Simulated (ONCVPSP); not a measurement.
# Tb: one change to an ONCV potential, before and after

Tb, optimised norm-conserving Vanderbilt (ONCV), made with ONCVPSP 4.0.1 (LDA (Perdew-Wang 92), scalar-relativistic). Core [Kr] 4d10 4f8, reference 5s2 5p6 5d1 6s2. Waves: 5s+6s: rc 2.55 bohr, ncon 4, nbas 7, qcut 4.8 1/bohr, 2 projectors; 5p: rc 1.65 bohr, ncon 4, nbas 8, qcut 5.8 1/bohr, 1 projector; 5d: rc 3.10 bohr, ncon 4, nbas 8, qcut 5.9 1/bohr, 2 projectors, debl 1.4 Ha. Local part: polynomial inside 1.55 bohr (lpopt 5, dvloc0 4 Ha). Core correction: Teter function fitted to the true core (icmod 2), fcfact 0.25.

Change: s: qcut 4.1; p: qcut 4.9; d: qcut 5.

Cutoffs: the cutoffs (Ha) at which the residual kinetic energy of the hardest occupied pseudo-wave falls to 1 and 0.1 mHa per electron; they do not see the model core or the augmentation charge, which bear on the density cutoff. Errors are all-electron minus pseudo energies relative to the spin-unpolarised reference configuration.

Question: Predict the effect on cutoff, ghosts and configuration errors.

Answer: The potential gets harder (16 Ha and 62 Ha → 36 Ha and 72 Ha); of the 3 tests that both files solve, the error grows in 1 and shrinks in 1 by more than 15 % and 0.3 meV (median size 1.4 → 2.2 meV); the range in which the p phases agree widens (upper end 3.1 → 4.3); the range in which the d phases agree narrows (upper end at the end of the scan → 3.8); neither file shows a bound ghost.

```csv
quantity,base,changed
"cutoff, loose",16 Ha,36 Ha
"cutoff, tight",62 Ha,72 Ha
loose cutoff by channel,"s 6.2 Ha, p 16 Ha, d 8.5 Ha","s 4.2 Ha, p 36 Ha, d 7.7 Ha"
bound ghosts,none,none
GHOST(+) flags under 300 eV,none,none
"tests counted as reliable (solved cleanly; for ONCVPSP, near-neutral configurations with less than one 5d electron left out)",3 of 4,3 of 4
"error for 5s2 5p6 5d1 6s1, meV [ΔE 6.95 eV]",-1.4,-1.6
"error for 5s2 5p6 5d1 6s0, meV [ΔE 19.49 eV]",-0.8,-2.2
"error for 5s2 5p6 5d1 6s0 6p1, meV [ΔE 10.73 eV]",-25,-20
s: phases at 2.58 bohr within 0.05 rad from the reference energy up to (Ha; the scan ends near 5),2.8,2.6
p: phases at 1.68 bohr within 0.05 rad from the reference energy up to (Ha; the scan ends near 5),3.1,4.3
d: phases at 3.15 bohr within 0.05 rad from the reference energy up to (Ha; the scan ends near 5),to the end of the scan,3.8
"rms error of d²Exc/dni dnj with the model core, mHa",2.22,2.30
```
